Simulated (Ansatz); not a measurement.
**Which is lower?**

The two ends of one reaction step of SiNH6ClO, closed shell (PBE0-D4/def2-TZVP).

A:

```tsv
atom	x (Å)	y (Å)	z (Å)
Si1	-0.4188	-0.1018	-0.3387
O2	2.1200	-0.4799	1.6383
H3	0.4881	-1.1710	-0.7908
H4	-0.8768	-0.2023	1.0600
N5	-1.7906	-0.0987	-1.3451
H6	2.2179	0.3417	1.1464
Cl7	0.6916	1.6699	-0.4373
H8	1.8622	-0.2085	2.5222
H9	-1.6946	-0.2048	-2.3422
H10	-2.5990	0.4554	-1.1126
```

B:

```xyz
10
angstrom
Si -0.2631 -0.8998 0.1663
O 0.9174 -0.0934 1.0339
H 0.5412 -1.6642 -0.8069
H -1.0401 -1.7423 1.1084
N -1.3874 0.0794 -0.6465
H 1.7785 1.0582 -0.0589
Cl 2.1950 1.8752 -0.9891
H 0.6406 0.3532 1.8370
H -1.1215 0.6775 -1.4119
H -2.2606 0.3564 -0.2321
```

Program: Ansatz 0.2.0. Basis: def2-TZVPP. Cores are frozen in the correlated methods. B3LYP uses VWN-RPA correlation.

Q: Which structure is lower at CCSD(T), and by how much? (An estimate is asked for; the value comes from the calculation.)

A: By the calculation: B, by 8.2 kJ/mol (electronic energy, against the other). By their contacts, A is a complex of SiNH₄Cl ([NH2][SiH2][Cl]) + H₂O and B is a complex of SiNH₅O ([NH2][SiH2][OH]) + HCl.

All methods give the same order:

| method | E(B) − E(A) (kJ/mol) |
| --- | --- |
| SPW92 | -15.5 |
| PBE-D4 | -3.5 |
| BLYP-D4 | -9.7 |
| r2SCAN-D4 | -6.7 |
| B97M-V | -6.1 |
| PBE0-D4 | -2.7 |
| B3LYP-D4 | -9.2 |
| r2SCAN0-D4 | -5.3 |
| BHLYP-D4 | -8.7 |
| CAM-B3LYP-D4 | -13.6 |
| wB97X-V | -5.5 |
| wB97M-V | -4.2 |
| B2PLYP | -9.3 |
| PBE-QIDH | -4.4 |
| RPA on PBE | -8.8 |
| HF | -5.2 |
| MP2 | -7.2 |
| CCSD | -8.1 |
| CCSD(T) | -8.2 |

The T1 diagnostic stays at or below 0.010.

Labels in which every atom is bracketed show which atoms are joined, not bond orders.

For scale, one of the runs: CCSD(T)/def2-TZVPP, 230 basis functions, launched by `ansatz run in.yaml --threads 4 --pin off --events-out ev --progress --plain --max-ram 9574MiB`. The run took 85 s on 4 CPU threads of an Arm Neoverse V2 (shared host), with 3.8 GiB of host memory at its peak.
